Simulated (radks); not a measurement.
Task: The mean radii <r> (bohr) of the occupied orbitals of an atom or ion are listed with their occupations. All-electron calculation, Dirac Kohn-Sham, PBE, spin-unpolarised, spherical densities, finite nucleus; Fermi nuclear charge, rms radius of each element as measured or else 0.836 A^(1/3) + 0.57 fm. Program: a radial shooting solver on a logarithmic mesh with Libxc functionals.

orbital  occ.      <r>
1s1/2       2  0.01804
2s1/2       2  0.07559
2p1/2       2  0.06246
2p3/2       4  0.07054
3s1/2       2   0.1969
3p1/2       2   0.1870
3p3/2       4   0.2019
3d3/2       4   0.1765
3d5/2       6   0.1811
4s1/2       2   0.4405
4p1/2       2   0.4450
4p3/2       4   0.4784
4d3/2       4   0.4934
4d5/2       6   0.5048
5s1/2       2    1.037
5p1/2       2    1.138
5p3/2       4    1.240
4f5/2       6   0.5761
4f7/2       8   0.5850
5d3/2       2    1.812
6s1/2       1    2.867
5d5/2       3    1.882

Name the element and its charge. Open shells, if any, are shared by 2j + 1.

Result: Z = 75, rhenium, charge +1: Re+ in [Xe] 4f14 5d5 6s1. The 1s radius gives Z: for a bare nucleus <r> = (2 gamma + 1)/(2Z) with gamma = sqrt(1 - (Z/c)^2), 0.01783 bohr for Z = 75, and screening makes it slightly larger (0.01804 here). The occupations add up to 74, and the charge is Z minus that.
